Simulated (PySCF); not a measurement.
Ne²⁺ (neon, charge +2) across methods

[He] 2s2 2p3 3d1, high-spin 5D determinant (an excited configuration). All numbers are calculated (PySCF 2.14, scalar relativity by spin-free X2C-1e, in dyall-acv3z (15s9p4d2f, 76 functions)).

```csv
method,E (hartree),mean ε 2s β (eV),mean ε 2p α (eV),mean ε 3d α (eV),Σ⟨r²⟩ (bohr²),⟨S²⟩
UHF,-124.54065,-92.033,-83.949,-8.031,7.667,6.002
LDA,-124.0456,-82.928,-69.240,-4.450,7.720,6.001
PBE0,-124.7210,-85.870,-73.055,-5.738,7.696,6.001
PW91,-124.7793,-83.226,-69.333,-4.865,7.710,6.001
PBE,-124.7112,-83.132,-69.166,-4.818,7.715,6.001
r2SCAN,-124.7718,-83.471,-70.759,-4.788,7.693,6.002
TPSSh,-124.8189,-84.555,-71.107,-5.141,7.703,6.001
BHandHLYP,-124.7942,-88.945,-76.719,-6.461,7.684,6.002
```

(1) Estimate the same row for revPBE.

The outer electron is Rydberg-like, and this basis confines it to a smaller radius and binds it less than a complete one would.

## Answers

(1) E (hartree) = -124.7932; mean ε 2s β (eV) = -83.152; mean ε 2p α (eV) = -69.119; mean ε 3d α (eV) = -4.911; Σ⟨r²⟩ (bohr²) = 7.715; ⟨S²⟩ = 6.001.
